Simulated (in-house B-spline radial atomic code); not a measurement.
Al⁺. Computed with a B-spline radial atomic code. Model: non-relativistic spherical atom: semilocal Troullier-Martins pseudo-atom, one channel per l, against all electrons, high spin, G0W0 and RPA with empty states to l = 8, local potential for every l without a channel, a model core (radius 0 = none) keeps its share of the functional.

What the tables leave out is listed at the end.

The pseudopotential gives back the lowest level of each angular momentum of its own functional in the configuration it was made in; a second state of the same l is only approximately right. Exact exchange, RPA and GW see the smooth pseudo-orbitals and miss the exchange with the core, for which the functional's share stands in. The column with an uncorrelated core keeps all orbitals and exact exchange, and so separates missing core correlation from pseudisation. Only the three outermost levels and the lowest empty one were computed. RPA here is direct RPA, with no exchange kernel, and its energies carry an (l + 1/2)⁻⁴ tail. A hybrid on a potential with a model core restores only its own semilocal share of the core's exchange.

Command:
```bash
python run_psgw.py task.json out
```
Settings (lengths in bohr, energies in hartree):
```
Z                      13
electrons              12
configuration          [Ne] 3s2
generated_in           [Ne] 3s2 3p1
functional             pbe,pbe
core_shells            3
radius_factor          1.15
core_correction        True
ion_configuration      [Ne] 3s1
```

Cost of the run: 16 s on 1 thread of Arm Neoverse V2 (shared host).

Given: made with PBE; model core radius 1.347 bohr; local radius 2.505 bohr; mean-field start PBE.

Valence shells of the generating configuration: 3s, 3p.

Channel: s 2.408, p 3.058 (radii in bohr).

Computed: largest level miss in the spin-unpolarised generating configuration 0 eV; valence RPA correlation energy all-electron orbitals -0.082043 hartree; valence RPA correlation energy pseudo -0.084352 hartree; all-electron RPA polarisability, core included 18.334 bohr³; pseudo-atom RPA polarisability 18.329 bohr³; ionisation by mean-field all-electron 18.76 eV; ionisation by mean-field pseudo minus all -0.002 eV.

```tsv
level	occupied	mean-field all-electron (eV)	mean-field pseudo minus all (eV)	G0W0 all-electron (eV)	G0W0 uncorrelated core minus all (eV)	G0W0 pseudo minus all (eV)	exchange self-energy all-electron (eV)	exchange self-energy pseudo (eV)
3s	1	-14.785	0.01	-18.974	0.201	0.109	-12.234	-10.294
3p (empty)	0	-9.0649	0.004	-6.3124	0.088	0.01	-3.2088	-2.0486
```

Question: What is the ionisation by RPA pseudo minus all?

Answer: 0.2 eV.

Question: What is the ionisation by RPA all-electron?

Answer: 19.247 eV.

Given: mean-field start PBE0.

Computed: valence RPA correlation energy all-electron orbitals -0.070593 hartree; valence RPA correlation energy pseudo -0.072724 hartree; ionisation by mean-field all-electron 18.654 eV; ionisation by mean-field pseudo minus all -0.137 eV; ionisation by RPA all-electron 19.048 eV; ionisation by RPA pseudo minus all -0.062 eV.

```tsv
level	occupied	mean-field all-electron (eV)	mean-field pseudo minus all (eV)	G0W0 all-electron (eV)	G0W0 uncorrelated core minus all (eV)	G0W0 pseudo minus all (eV)	exchange self-energy all-electron (eV)	exchange self-energy pseudo (eV)
3s	1	-15.739	0.118	-18.979	0.2	0.233	-12.111	-10.177
3p (empty)	0	-8.2233	-0.019	-6.2337	0.082	-0.014	-2.999	-1.9817
```

Question: What is the all-electron RPA polarisability, core included?

Answer: 16.237 bohr³.

Question: What is the pseudo-atom RPA polarisability?

Answer: 16.672 bohr³.

Among the listed levels the largest G0W0 shift of the pseudo-atom is +0.23 eV, for 3s on the PBE0 start, while leaving the core uncorrelated moves that level by +0.20 eV. The rest, +0.03 eV, comes from pseudisation and the lost core exchange. Not in the tables (levels of low weight, unsolved or above zero; the highest and the empty levels are kept at any weight): no Hartree-Fock pseudo-atom is run with a model core.
